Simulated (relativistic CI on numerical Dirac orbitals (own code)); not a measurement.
Sensitivity of the levels of Pb34+ to α and to the nuclear radius

Calculated at this level of theory: Dirac-Coulomb-Breit CI, separate exchange-only KLI orbitals for each configuration, derivatives by finite differences, unscaled Slater integrals, QED left out (own radial code, finite nucleus).

CI space (outside the closed core [Ar] 3d10 4s2): 4p6.4d10.4f2, 4p6.4d9.4f3, 4p6.4d10.4f.5s, 4p5.4d10.4f3, 4p6.4d10.4f.5p, 4p6.4d10.5s2, 4p6.4d10.5s.5p, 4p6.4d10.4f.5d. Levels of other configurations are missing.

With x = (α/α₀)² − 1 an excitation energy changes as ω = ω₀ + qx; K = 2q/ω₀ is the relative enhancement. Terms are leading LS components, so labels can repeat. The field-shift factor is F = δν/δ⟨r²⟩ for the transition from the lowest level.

Lowest level 4p6.4d10.4f2 3H_4.

```
            Level  ω₀ (cm⁻¹)  q (cm⁻¹)       K  F (GHz/fm²)
4p6.4d10.4f2 3F_2      26800      4645   0.347        0.539
4p6.4d10.4f2 3H_5      53702     53510    1.99         3.21
4p6.4d10.4f2 1G_4      69584     52830    1.52         3.37
4p6.4d10.4f2 3F_3      70786     54200    1.53         3.45
4p6.4d10.4f2 3H_6      92820     76540    1.65         4.82
4p6.4d10.4f2 3P_0     102190     12500   0.245          1.9
4p6.4d10.4f2 1D_2     112317     52160   0.929         3.89
4p6.4d10.4f2 3F_4     129803    108100    1.67         6.75
4p6.4d10.4f2 3P_1     132833     54810   0.825         4.26
4p6.4d10.4f2 1I_6     144246     82850    1.15         5.77
4p6.4d10.4f2 3P_2     177153    105300    1.19         7.22
4p6.4d10.4f2 1S_0     270673     95840   0.708         8.01
4p6.4d9.4f3 5H°_3    1901701     19200  0.0202         39.5
4p6.4d9.4f3 5H°_4    1902643     14230   0.015         39.3
4p6.4d9.4f3 5G°_2    1909099     19760  0.0207         39.9
4p6.4d9.4f3 5I°_5    1921199     18200  0.0189         39.7
4p6.4d9.4f3 5F°_2    1935743     17780  0.0184         39.9
4p6.4d9.4f3 5K°_6    1940696     15240  0.0157         39.8
4p6.4d9.4f3 3L°_7    1942011     10500  0.0108         39.5
4p6.4d9.4f3 5D°_1    1943383     23900  0.0246         40.2
4p6.4d9.4f3 5H°_5    1950441     53490  0.0548         41.7
4p6.4d9.4f3 3F°_4    1955776     44720  0.0457         41.4
4p6.4d9.4f3 5F°_3    1959221     56330  0.0575         42.2
```

At this charge energies of transitions that change n are usually good to better than 1 %, and those within a shell (Δn = 0) to a few per cent. Terms inside the open d or f shell come out 10 to 20 % too wide with unscaled integrals.
